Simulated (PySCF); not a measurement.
Ga²⁺ (gallium, charge +2) across methods

[Ar] 3d9 4s1 5s1, high-spin 4D determinant (an excited configuration). All numbers are calculated (PySCF 2.14, scalar relativity through the core potential, in aug-cc-pVDZ-PP with ECP10MDF (5s4p3d, 32 functions)).

| method | E (hartree) | mean ε 3d β (eV) | mean ε 4s α (eV) | mean ε 5s α (eV) | Σ⟨r²⟩ (bohr²) | ⟨S²⟩ |
| --- | --- | --- | --- | --- | --- | --- |
| LDA | -256.6349 | -58.123 | -34.323 | -12.540 | 36.22 | 3.750 |
| UHF | -256.08863 | -71.524 | -37.762 | -13.878 | 38.23 | 3.750 |
| wB97X-V | -257.0569 | -64.548 | -37.199 | -14.209 | 37.05 | 3.750 |
| PBE | -257.0944 | -58.412 | -33.866 | -12.559 | 36.42 | 3.750 |
| B97-3 | -257.1194 | -62.447 | -34.798 | -12.887 | 36.45 | 3.750 |
| BHandHLYP | -256.9658 | -65.591 | -36.082 | -13.133 | 36.89 | 3.750 |
| BLYP | -257.0700 | -58.372 | -33.943 | -12.309 | 36.42 | 3.750 |
| r2SCAN | -256.9851 | -58.798 | -34.035 | -12.465 | 36.63 | 3.750 |

Energies and moments cover only the electrons outside the core potential. The outer electron is Rydberg-like, and this basis confines it to a smaller radius and binds it less than a complete one would.
